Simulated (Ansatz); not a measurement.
Stepwise reaction of `C[O][In]([Cl])[Cl]` with hydrogen, as a gas-phase model of exchange steps in deposition or etching. ΔE in kJ/mol; ΔG adds harmonic PBE0-D4 terms to CCSD(T)/CBS, at 1 bar.

Isolated molecules relaxed with PBE0-D4/def2-TZVP in Ansatz; ΔE leaves out vibrations. CCSD(T)/CBS is the MP2 limit (def2-TZVPP, def2-QZVPP) plus CCSD(T) − MP2 in def2-TZVPP, frozen cores. This one scheme is used for every species. DFT in def2-TZVPP. B3LYP here is the variant with VWN-RPA as its local correlation; programs differ in this. Elements past krypton have def2 core potentials. For In outer-core shells are correlated without core-valence functions, which leaves a few kJ/mol of doubt a bond. Each species was taken in one conformer, which may not be the lowest.

```
step                                           reaction  PBE-D4  B3LYP-D4  ωB97M-V  CCSD(T)/CBS  ΔG(500 K)
   1  `C[O][In]([Cl])[Cl]` + H₂ → `C[O][InH][Cl]` + HCl    73.2      75.5     73.4         79.1       75.1
   2          `C[O][InH][Cl]` + H₂ → `C[O][InH2]` + HCl   102.4     105.1    103.3        109.0      101.6
```

(1) By hand: ΔE of the 2 steps together at CCSD(T)/CBS.

Results:

(1) (79.1) + (109.0) = 188.1 kJ/mol, or 94.0 kJ/mol a step.

In ΔE each step is higher than the one before. All are uphill at CCSD(T)/CBS. ΔG lies between 75.1 and 101.6 kJ/mol a step. PBE-D4 differs from CCSD(T)/CBS by -6.6 to -5.9 kJ/mol a step. Isolated molecules leave out the surface, adducts and barriers. Largest T1 diagnostic: 0.017.
